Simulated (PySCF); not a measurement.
Task: Give a PBE0-D3(BJ)/def2-SVP geometry of `C1[O][GeH2][SiH2][SiH2]1`.

Result: 
```xyz
13
CH8GeOSi2 angstrom
C      0.4697   -1.5157    0.0728
O      1.3557   -0.6390    0.7254
Ge     1.4515    1.0608    0.1144
Si    -0.8798    1.4396   -0.2832
Si    -1.3298   -0.8320    0.1070
H      0.5084   -2.4907    0.5894
H      0.7656   -1.7118   -0.9793
H      2.1529    1.8325    1.2408
H      2.3154    1.0623   -1.1682
H     -1.4906    2.3765    0.7057
H     -1.1696    1.8955   -1.6762
H     -2.2011   -1.4829   -0.9209
H     -1.9352   -1.0194    1.4610
```

Any rigid rotation of these coordinates is as good. Atoms count from 1 in this order. Si5 (SiH2 silicon) is distorted tetrahedral (angles from 99.3° to 114.7°). Ge3 (germanium bonded to O, Si and 2 H) is distorted tetrahedral (angles from 98.8° to 119.1°). The 5-membered ring C1–O2–Ge3–Si4–Si5 has internal angles of 90.3° to 117.5° (sum 517°, against 540° for a flat polygon); it is puckered, 0.20 Å rms from its mean plane, widest ring torsion 58°. Si4 (SiH2 silicon) has angles from 90.3° to 114.7°.

Bonds between heavy atoms (Å): C1–O2 1.407, O2–Ge3 1.809, Ge3–Si4 2.395, Si4–Si5 2.348, C1–Si5 1.925.

Computed with PBE0-D3(BJ)/def2-SVP geometry optimisation, gas phase (PySCF).

Point group: C1 (no symmetry element, even within 0.4 Å). No PBE0-D3(BJ)/def2-SVP frequencies stand behind this structure, so it isn't proved a minimum. The numbers are those of one conformer (Si5–C1–O2–Ge3 -58°, C1–O2–Ge3–Si4 41°, O2–Ge3–Si4–Si5 -9°, Ge3–Si4–Si5–C1 -12°).
